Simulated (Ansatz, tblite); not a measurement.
Cost and result up the ladder for Si5F3 (8 atoms). Charge 0, multiplicity 2. Geometry: B3LYP-D4/def2-SVP.

```xyz
8

Si    0.587   -0.173    1.536
Si    2.166    0.009   -0.263
Si   -1.271    0.097    0.119
Si    0.259   -1.112   -1.196
Si    0.392    1.664   -0.619
F     0.034   -1.291   -2.802
F    -2.888    0.130    0.302
F     0.720    0.676    2.923
```

Ansatz on 4 threads of Arm Neoverse V2 on a shared host; xTB runs through tblite on one thread. Times are rough, summed over both states, and most runs start from the orbitals of an earlier one. r2SCAN0-D4/def2-TZVP serves as the yardstick here, not as an exact answer. Differences are given only for rows in sets of like size (and for xTB, whose basis is part of the method), since another set adds its own error. The other state is a quartet at its own geometry.

The xTB rows come from tblite. B3LYP takes the VWN-RPA correlation. Correlated methods freeze 28 core orbitals. The rows differ in basis, and correlated rows in double-zeta sets carry the largest basis error. In CCSD on the charge 0 quartet the largest single amplitude is 0.20, so its Hartree–Fock determinant may place the open shell otherwise than the density functionals do. The structure comes from a short search, and lower isomers may exist.

Run but left out: HF/6-31G, HF/def2-SVP, HF/def2-TZVP (quartet: a determinant that CCSD turns far, T1 0.047); MP2/def2-SVP, MP2/def2-TZVP (doublet: ⟨S²⟩ 1.02 to 1.03, where a pure state has 0.75).

Correlated methods converge slowly with the basis, most of all in double-zeta sets.

xTB has no spin-polarisation term.

```csv
level,functions,quartet − doublet (eV),difference from r2SCAN0-D4/def2-TZVP (eV),remarks
GFN2-xTB,57,0.54,-1.28,–
r2SCAN0-D4/def2-TZVP,278,1.82,0.00,–
B97M-V/def2-TZVP,278,2.05,0.23,–
B3LYP-D4/6-31G,92,1.04,–,–
r2SCAN-D4/def2-TZVP (with forces),278,1.86,0.04,–
PBE0-D4/def2-TZVP,278,1.87,0.05,–
CCSD(T)/def2-SVP,132,1.79,–,"large T1 (0.047) (quartet), spin-contaminated (⟨S²⟩ 1.02) (doublet), spin-contaminated (⟨S²⟩ 4.00) (quartet)"
GFN1-xTB,57,1.71,-0.11,–
PBE-D4/def2-TZVP,278,1.90,0.09,–
```

Question: Estimate how long each takes.

Answer: GFN1-xTB 0.016 s; GFN2-xTB 0.024 s; B3LYP-D4/6-31G 6.7 s; PBE-D4/def2-TZVP 15 s; r2SCAN-D4/def2-TZVP (with forces) 41 s; PBE0-D4/def2-TZVP 43 s; B97M-V/def2-TZVP 63 s; CCSD(T)/def2-SVP 2 min; r2SCAN0-D4/def2-TZVP 2.1 min. On shared hardware such times vary by a factor of up to 3.
